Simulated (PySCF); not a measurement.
## Zinc: a sound run and one with changed settings

Sound run: Zn [Ar] 3d10 4s2, Zn⁺ [Ar] 3d10 4s1. Calculation: PySCF 2.14, in x2c-TZVPall (6s5p4d1f, 48 functions); the spin-free X2C one-electron Hamiltonian (Gaussian nucleus). In the sound run the correlated levels freeze [Ar]. The sound run starts from symmetry-adapted Hartree-Fock orbitals and uses a fine grid where one is needed.

Changed run: all electrons correlated in a basis built for the valence shell.

| species | method | sound run (hartree) | changed run (hartree) | converged |
| --- | --- | --- | --- | --- |
| Zn | MP2 | -1794.66631 | -1794.94776 | yes |
| Zn⁺ | MP2 | -1794.33779 | -1794.61717 | yes |

Ionisation energy of Zn:

```
 method  sound run (eV)  changed run (eV)
    UHF           7.791             7.791
    MP2           8.939             8.996
SCS-MP2           8.971             9.006
```

A valence basis has no tight correlating functions, so it recovers only part of the core correlation, and not evenly between atom and ion.

For comparison, NIST gives 9.394 eV between the lowest levels.
